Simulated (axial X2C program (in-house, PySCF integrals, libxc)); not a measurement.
# KH⁻: cheaper levels and CCSD(T), two-component

Calculated with an in-house all-electron X2C program for linear molecules (integrals from PySCF). Two-component (2c) means X2C with spin–orbit coupling and atomic mean-field two-electron Coulomb and Gaunt terms. Basis: K dyall-acv3z [12s13p7d3f], H dyall-av3z [7s3p2d] (cores contracted in-house); Gaussian nuclei, density fitting, unrestricted open shells. Masses: K 38.964 u, H 1.008 u.

State: Ω = 1/2 (⟨Sz⟩ = 0.50, ⟨Lz⟩ = 0.00 at HF); fragments K + H- for PBE0, MP2, CCSD, LDA, CCSD(T); K- + H for HF.

```json
{"level": "PBE0", "Re (Å)": "2.366", "ωe (cm⁻¹)": "797.1", "De (eV)": "1.52"}
{"level": "HF", "Re (Å)": "2.438", "ωe (cm⁻¹)": "782.9", "De (eV)": "n/a"}
{"level": "MP2", "Re (Å)": "2.365", "ωe (cm⁻¹)": "812.3", "De (eV)": "1.47"}
{"level": "CCSD", "Re (Å)": "2.394", "ωe (cm⁻¹)": "775.3", "De (eV)": "1.42"}
{"level": "LDA", "Re (Å)": "2.324", "ωe (cm⁻¹)": "809.9", "De (eV)": "1.52"}
```

Correlated methods: 11 electrons correlated (number of frozen shells: K 2 s, 1 p; H none), 205 virtual spin orbitals or spinors in MP2, 90 natural virtuals in coupled cluster.

CCSD(T), same Hamiltonian and basis:

Re = 2.386 Å, ωe = 779.4 cm⁻¹, De = 1.42 eV; T1 = 0.016 (Lee–Taylor normalisation).

(1) Give the differences from CCSD(T) in the columns below.

The state is one determinant whose occupation by symmetry is held fixed; it was picked as the lowest of a PBE0 search that is not exhaustive. De is counted from the lowest determinant-based energies of the atoms at the same level, without counterpoise correction. De is not given where an atomic determinant may have missed its ground term or J level, or where the truncated virtual space spoils (T). Density functionals use the spin component along the axis (collinear). CCSD and (T) use frozen natural virtuals with an MP2 correction for the truncation; (T) itself is uncorrected, so its De runs slightly low. Other states lie close and PBE0, whose exact exchange favours high spin, may order them wrongly; the determinant shown need not be the ground state. The nearest other 2c determinant of the search, Ω = 3/2, lies 0.44 eV up at the distance of the search. The highest occupied level of some functionals is positive through self-interaction error; at Hartree–Fock it is bound.

Answers

(1) 

```json
{"level": "PBE0", "ΔRe (Å)": "-0.020", "Δωe (cm⁻¹)": "18", "ΔDe (eV)": "0.10"}
{"level": "HF", "ΔRe (Å)": "0.052", "Δωe (cm⁻¹)": "4", "ΔDe (eV)": "n/a"}
{"level": "MP2", "ΔRe (Å)": "-0.021", "Δωe (cm⁻¹)": "33", "ΔDe (eV)": "0.05"}
{"level": "CCSD", "ΔRe (Å)": "0.008", "Δωe (cm⁻¹)": "-4", "ΔDe (eV)": "0.00"}
{"level": "LDA", "ΔRe (Å)": "-0.062", "Δωe (cm⁻¹)": "30", "ΔDe (eV)": "0.10"}
```
